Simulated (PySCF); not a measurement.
Spectrum to structure. Method: PySCF 2.14.0, density-fitted response routines, TDDFT CAM-B3LYP/def2-SVPD, vertical, gas phase, core orbitals frozen in the response. Geometries: GFN2-xTB, one conformer each.

| state | E (eV) | λ (nm) | f |
| --- | --- | --- | --- |
| S1 | 5.20 | 238.6 | 0.0000 |
| S2 | 6.45 | 192.3 | 0.0011 |
| S3 | 6.82 | 181.8 | 0.0007 |
| S4 | 7.08 | 175.1 | 0.021 |
| S5 | 7.56 | 164.0 | 0.353 |
| S6 | 7.66 | 161.9 | 0.221 |
| S7 | 8.05 | 153.9 | 0.018 |
| S8 | 8.14 | 152.4 | 0.0026 |

Triplets computed (Tamm–Dancoff): 4.52, 4.68, 5.89 eV.

Orbital energies (eV): HOMO-3 -11.08, HOMO-2 -10.93, HOMO-1 -10.39, HOMO -9.45, LUMO -0.29, LUMO+1 0.82, LUMO+2 1.22.

Question: Which structure fits? All have the formula C5H6ClFO.
A. `F[C@H](Cl)COC1=CC1`
B. `F[C@@H]1C=C(Cl)COC1`
C. `C=C[C@H](F)CC(=O)Cl`
D. `C/C(F)=C(/C)C(=O)Cl`

Answer: C. Its S1 lies at 5.20 eV; the nearest of the others has S1 at 4.66 eV. S1 is HOMO-1→LUMO (94%). S1 has the pattern of n→π* at C=O. At the same level the other candidates give, for their lowest levels:
- `F[C@@H]1C=C(Cl)COC1`: 6.39 eV (f 0.031); 6.62 eV (f 0.274); 6.82 eV (f 0.005); 7.42 eV (f 0.015); 7.44 eV (f 0.005); T1 4.14 eV; HOMO -9.07, LUMO 0.40 eV
- `C/C(F)=C(/C)C(=O)Cl`: 4.66 eV (f 0.000); 5.48 eV (f 0.310); 6.31 eV (f 0.000); 6.62 eV (f 0.025); 7.05 eV (f 0.000); T1 3.37 eV; HOMO -9.18, LUMO -0.89 eV
- `F[C@H](Cl)COC1=CC1`: 6.38 eV (f 0.019); 6.49 eV (f 0.134); 6.72 eV (f 0.002); 6.99 eV (f 0.017); 7.16 eV (f 0.002); T1 4.30 eV; HOMO -7.99, LUMO 1.15 eV

Conformer computed: `[CH2:1]=[CH:2][C@H:3]([F:4])[CH2:5][C:6](=[O:7])[Cl:8]`: C1–C2–C3–F4 6°, C2–C3–C5–C6 -73°, C3–C5–C6–O7 -5°.
